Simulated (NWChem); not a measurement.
C5H3F; SMILES C#CC(F)=C=C

```xyz
9

C      0.9377     2.3212     0.0000
C      0.3350     1.2687     0.0000
C     -0.3763     0.0355     0.0000
F     -1.7136     0.1449     0.0000
C      0.2053    -1.1481     0.0000
C      0.8057    -2.3064     0.0000
H      1.4729     3.2532     0.0000
H      1.0681    -2.8146     0.9361
H      1.0681    -2.8146    -0.9361
```
Atoms are numbered in this order, from 1.

Program: NWChem. Geometry optimised at PBE0/def2-SVP; all other runs use it. 

| quantity | level | value |
|---|---|---|
| dipole in solution (D) in n-hexane | PBE0/def2-SVP, SMD | [?] |
| vertical ionisation energy, ΔSCF (eV) | PBE0/def2-SVP | [?] |
| anisotropy (bohr³), static | PBE0/def2-SVPD | [?] |
| vertical, lowest excitation, singlet (eV) | PBE0/def2-SVPD, TDA | 4.32 |
| dipole (D) | PBE0/def2-SVP | 1.91 |
| highest harmonic frequency (cm⁻¹) | PBE0/def2-SVP | 3488 |

Question: Complete the blanks.

Answer: 
- dipole in solution (D) in n-hexane, value: 2.19
- vertical ionisation energy, ΔSCF (eV), value: 9.09
- anisotropy (bohr³), static, value: 62.6
